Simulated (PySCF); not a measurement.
## Two-dimensional NMR puzzle

Compound of formula C6H8BF3O3. Correlations simulated from computed shifts and couplings:

HSQC (one-bond C–H):
```tsv
δH	δC	$^{1}J$(C,H) (Hz)
7.38	156.3	190
3.69	56.9	149
3.05	39.9	141
```

HMBC (two and three bonds, |J| ≥ 2.5 Hz):
```tsv
δH	δC [abs. J in Hz]
7.38	167.6 [4.4], 140.2 [8.5]
3.69	140.2 [4.3]
3.62	167.6 [4.5], 156.3 [4.8]
3.05	167.6 [5.8], 129.2 [8.6]
```

Carbons without hydrogens: δ 167.6, 140.2, 129.2.

Theoretical values (PySCF 2.14.0 with density-fitted response routines): geometry from PBE0-D3(BJ)/def2-SVP, NMR shieldings at KT2/pcSseg-1/GIAO, B3LYP/pcJ-1 coupling constants (spin–dipole term only in couplings to heteroatoms). Single conformer, rapidly exchanging positions averaged, no solvent, non-relativistic.

Scale: TMS for $^{1}$H, $^{13}$C (reference shieldings calculated alike).

Exchangeable hydrogens are left out of these lists, and C,H couplings along chains are those of one rotamer, so weak HMBC peaks may be missing or extra.

**Question.** Work out the connectivity.

**Answer.** `InChI=1S/C6H8BF3O3/c1-11-5-3-12-7-13-4(5)2-6(8,9)10/h3H,2,7H2,1H3`.

Atom-mapped SMILES (the numbers label the heavy atoms): `[CH3:1][O:2][C:3]1=[C:4]([CH2:5][C:6]([F:7])([F:8])[F:9])[O:10][BH2-:11][O+:12]=[CH:13]1`; H(Xn) means a hydrogen on atom n.

δC 167.6 is C4, an alkene carbon bearing oxygen. δC 156.3 is C13, an aldehyde carbonyl carbon (δH 7.38). δC 140.2 is C3, an alkene carbon bearing oxygen. δC 129.2 is C6, a CF3 carbon. δC 56.9 is C1, a methyl carbon bonded to O (δH 3.69). δC 39.9 is C5, an allylic sp3 CH2 (δH 3.05). HMBC from δH 7.38 reaches the proton-free carbons C4, C3. HMBC from δH 3.69 reaches the proton-free carbon C3. HMBC from δH 3.62 reaches the proton-free carbon C4. HMBC from δH 3.05 reaches the proton-free carbons C4, C6.

The data come from this structure; uniqueness wasn't tested.

Hydrogens on boron are broadened and split by $^{11}$B (spin 3/2, 80 %) and 10B (spin 3). Common functionals overestimate the size of one-bond C–F couplings by tens of Hz; these are unscaled. Shifts are as computed. Against solution values, carbons near 30 ppm lie about +2 ppm off and those near 130 ppm about -5 ppm (rms about the fit 1.2 ppm; single classes can miss by 10 ppm). Of 1328 compounds with measured shifts, 309 miss one by over three times the rms of a fit or turn the order of signals round; such compounds aren't used in these exercises. Signals without a measured value on file couldn't be tested in this way.
